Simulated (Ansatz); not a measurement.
Wavefunction ladder for H6SSiSn, SMILES `[SiH3][S][SnH3]`

```xyz
9

Si   -0.353   -0.645    1.549
S     1.405    0.092    0.602
Sn    0.452    0.661   -1.535
H    -1.409    0.401    1.621
H     0.038   -1.054    2.920
H    -0.913   -1.813    0.819
H     1.748    1.282   -2.445
H    -0.770    1.825   -1.294
H    -0.197   -0.750   -2.236
```

The species carries charge 0 and has multiplicity 1. Correlated methods include outer-core shells of Sn, which these sets cover unevenly. Sn takes the def2 core potential. The geometry is a stationary point of PBE0-D4/def2-TZVP. Frozen core, restricted reference, the Gaussian-basis code of Ansatz.

```tsv
basis	HF (Eh)	MP2 corr.
def2-SVP	-903.10552	-0.35087
def2-TZVPP	-903.35972	-0.64223
def2-QZVPP	-903.38217	-0.88044
```

(1) Estimate the CCSD correlation energy and the (T) correction in each basis where they were run (hartree).

Results:

(1) 
```
     basis  CCSD corr.       (T)
  def2-SVP    -0.40726  -0.01124
def2-TZVPP    -0.68650  -0.02395
```
